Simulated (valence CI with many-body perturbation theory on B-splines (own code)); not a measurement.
## Valence orbitals of Rh32+

Computed by configuration interaction combined with many-body perturbation theory (CI+MBPT): three valence electrons over a frozen Dirac-Fock core [Ne], radial functions for each j: 11 s, 11 p, 9 d, 7 f, 5 g, 2 h, 1 i, with the one-electron correlation potential Σ1, the two-electron term Σ2, the three-electron term Σ3, Breit, model QED; selected CI, second order for the rest (own B-spline code, finite nucleus).

No measured spectrum was set against this ion. As an estimate, large intervals hold to a few tenths of a per cent, small ones and those within an open d or f shell to about a per cent.

These are the spectroscopic orbitals of the CI (the correlating ones are not listed), shaped by the core and the other valence electrons. h is the expectation value of the core's Dirac-Fock operator, without the valence repulsion; Σ1 is computed up to l = 3 at one energy for each symmetry, that of its lowest orbital but kept below the first core excitation, so for empty shells it is not the orbital's own correlation shift; Breit and QED include the response of the core.

| Orbital | h (hartree) | Σ1 (cm⁻¹) | Breit (cm⁻¹) | QED (cm⁻¹) | ⟨r⟩ (bohr) |
| --- | --- | --- | --- | --- | --- |
| 3s1/2 | -78.26 | -6307 | 7826 | 5769 | 0.3419 |
| 4s1/2 | -42.4 | -2097 | 3039 | 2300 | 0.6341 |
| 5s1/2 | -26.551 | -951 | 1449 | 1114 | 1.021 |
| 6s1/2 | -18.179 | -518 | 809 | 626 | 1.497 |
| 3p1/2 | -75.404 | -7934 | 12971 | -205 | 0.3268 |
| 4p1/2 | -41.214 | -2587 | 5046 | -76.0 | 0.6267 |
| 5p1/2 | -25.957 | -1189 | 2465 | -36.4 | 1.018 |
| 6p1/2 | -17.84 | -651 | 1390 | -20.3 | 1.500 |
| 3p3/2 | -74.026 | -7482 | 7968 | 361 | 0.3337 |
| 4p3/2 | -40.657 | -2480 | 3055 | 146 | 0.6359 |
| 5p3/2 | -25.679 | -1147 | 1542 | 72.7 | 1.030 |
| 6p3/2 | -17.681 | -630 | 868 | 41.4 | 1.514 |
| 3d3/2 | -70.307 | -8956 | 5752 | -227 | 0.2910 |
| 4d3/2 | -39.248 | -2479 | 2078 | -80.1 | 0.6022 |
| 5d3/2 | -24.99 | -1100 | 991 | -38.2 | 1.003 |
| 3d5/2 | -70.006 | -8561 | 2666 | -44.6 | 0.2930 |
| 4d5/2 | -39.117 | -2364 | 956 | -5.9 | 0.6047 |
| 5d5/2 | -24.922 | -1049 | 463 | -0.9 | 1.006 |
| 4f5/2 | -38.379 | -2065 | 177 | -25.8 | 0.5324 |
| 5f5/2 | -24.555 | -1010 | 122 | -14.4 | 0.9389 |
| 4f7/2 | -38.326 | -2026 | 34.8 | 5.4 | 0.5336 |
| 5f7/2 | -24.528 | -989 | 24.1 | 1.5 | 0.9402 |
| 5g7/2 | -24.463 |  | 3.6 | -5.2 | 0.8287 |
| 5g9/2 | -24.447 |  | 0.2 | 3.8 | 0.8296 |

Among the shells of the start configuration 3s2 3p1, Σ1 is largest in size for 3p1/2, where it is 0.048 % of h.

Lowest root of each symmetry, sizes in configuration state functions:

```tsv
J	Parity	Roots	Reference	Variational	Second order	Change by selected CI (cm⁻¹)	Change by second order (cm⁻¹)
1/2	even	10	59	7176	7957	-2603	0
3/2	even	14	92	12187	14989	-1652	0
5/2	even	12	94	13989	11742	-2501	-1
7/2	even	7	67	12607	21935	-4093	-1
9/2	even	4	41	9326	13666	-5057	-3
1/2	odd	7	55	6767	6586	-3431	0
3/2	odd	12	89	11614	15637	-3350	-1
5/2	odd	9	86	12730	17183	-2960	-1
7/2	odd	5	63	11377	24277	-3333	-2
9/2	odd	2	33	8738	14219	-2568	-2
```
